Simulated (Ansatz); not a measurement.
Cost and result for the atomization energy of FH9O3Si3Sn (`[F][Sn]([O][SiH3])([O][SiH3])[O][SiH3]`) (17 atoms, 16 bonds).

Cartesian coordinates in Å:
```
F -1.1038 1.7646 1.2363
Sn 0.0127 0.6443 0.1872
O 1.0310 -0.4337 1.3963
Si 0.9436 -0.8316 2.9930
O -1.0827 -0.4232 -0.9688
Si -2.0268 -1.7596 -0.7829
O 1.1595 1.7305 -0.8840
Si 1.2725 2.0846 -2.4896
H 1.3380 0.3228 3.8398
H 1.8785 -1.9614 3.2130
H -0.4390 -1.2457 3.3502
H -2.0656 -2.1671 0.6484
H -1.4646 -2.8693 -1.5925
H -3.4015 -1.4485 -1.2456
H -0.0216 2.6058 -3.0021
H 2.3269 3.1163 -2.6351
H 1.6428 0.8713 -3.2636
```

The species carries charge 0 and has multiplicity 1. Correlated methods include outer-core shells of Sn, which these sets cover unevenly. Sn takes the def2 core potential. The structure was optimised at the PBE0-D4/def2-TZVP level. It is one conformer, not always the lowest. Program: Ansatz. All runs use 4 threads of an AMD EPYC 7R13 on a shared host and a share of an NVIDIA H100 80 GB. Times are those of one run each, without the atoms' runs, and a repeat can differ threefold. Electronic energies, without spin–orbit coupling; frozen cores. CCSD(T)/CBS adds CCSD(T) − MP2 in def2-TZVPP to the MP2 limit, and its time is that of the two runs behind it. T1 = 0.014. With those shells the extrapolation isn't a true limit. B3LYP takes the VWN-RPA correlation (the form of Gaussian; ORCA's B3LYP/G). HSE06 is the plane-wave form, built on full-range PBE exchange.

CCSD(T)/CBS is a level of theory with its own doubt, some kJ/mol a heavy atom from the limit and from the frozen cores, so smaller differences don't rank the functionals.

```json
{"level": "HSE06-D4/def2-TZVPP", "functions": "426", "wall time": "5.5 s", "atomization (kcal/mol)": "1340.4", "difference from CCSD(T)/CBS": "-46.4", "per bond": "-2.9"}
{"level": "r2SCAN-D4/def2-TZVPP (with forces)", "functions": "426", "wall time": "6 s", "atomization (kcal/mol)": "1368.2", "difference from CCSD(T)/CBS": "-18.6", "per bond": "-1.2"}
{"level": "revPBE-D4/def2-TZVPP", "functions": "426", "wall time": "6 s", "atomization (kcal/mol)": "1329.5", "difference from CCSD(T)/CBS": "-57.3", "per bond": "-3.6"}
{"level": "PBE0-D4/def2-TZVPP", "functions": "426", "wall time": "6.5 s", "atomization (kcal/mol)": "1340.0", "difference from CCSD(T)/CBS": "-46.8", "per bond": "-2.9"}
{"level": "CAM-B3LYP-D4/def2-TZVPP", "functions": "426", "wall time": "6.5 s", "atomization (kcal/mol)": "1376.2", "difference from CCSD(T)/CBS": "-10.6", "per bond": "-0.7"}
{"level": "B2PLYP/def2-TZVPP", "functions": "426", "wall time": "6.5 s", "atomization (kcal/mol)": "1351.2", "difference from CCSD(T)/CBS": "-35.6", "per bond": "-2.2"}
{"level": "ωB97X-V/def2-TZVPP", "functions": "426", "wall time": "7 s", "atomization (kcal/mol)": "1382.5", "difference from CCSD(T)/CBS": "-4.3", "per bond": "-0.3"}
{"level": "CCSD(T)/def2-SVP", "functions": "181", "wall time": "8 s", "atomization (kcal/mol)": "1260.1", "difference from CCSD(T)/CBS": "-126.7", "per bond": "-7.9"}
{"level": "r2SCANh-D4/def2-TZVPP", "functions": "426", "wall time": "9 s", "atomization (kcal/mol)": "1356.7", "difference from CCSD(T)/CBS": "-30.1", "per bond": "-1.9"}
{"level": "B3LYP-D4/def2-TZVPP (with forces)", "functions": "426", "wall time": "10 s", "atomization (kcal/mol)": "1361.4", "difference from CCSD(T)/CBS": "-25.4", "per bond": "-1.6"}
{"level": "MP2/def2-QZVPP", "functions": "790", "wall time": "11 s", "atomization (kcal/mol)": "1389.9", "difference from CCSD(T)/CBS": "3.1", "per bond": "0.2"}
{"level": "CCSD(T)/def2-TZVPP", "functions": "426", "wall time": "51 s", "atomization (kcal/mol)": "1339.5", "difference from CCSD(T)/CBS": "-47.3", "per bond": "-3.0"}
{"level": "CCSD(T)/CBS(def2)", "functions": "–", "wall time": "62 s", "atomization (kcal/mol)": "1386.8", "difference from CCSD(T)/CBS": "0.0", "per bond": "0.0"}
```

From BLYP to BHLYP (50 % exact exchange), in def2-TZVPP and without D4, the atomization energy moves by −22.5 kcal/mol: exact exchange takes away binding that semilocal exchange gives to molecules. At CCSD(T), def2-SVP lies −126.6 kcal/mol from the extrapolated value and def2-TZVPP −47.3 kcal/mol: correlation converges slowly with the basis, and small sets miss more of it in the bonded molecule than in its fragments. In def2-TZVPP, CCSD(T) changes the Hartree–Fock value by +348.4 kcal/mol (the triples alone add +19.9 kcal/mol) and MP2 by +369.4 kcal/mol; breaking electron pairs costs correlation energy, which Hartree–Fock lacks.

Spin–orbit coupling would lower the free Sn atoms strongly, and the atomization energy with them, by more than many differences here. For some Ge, Se and Sn compounds the MP2-based and the directly extrapolated limit differ by 10 to 25 kJ/mol.
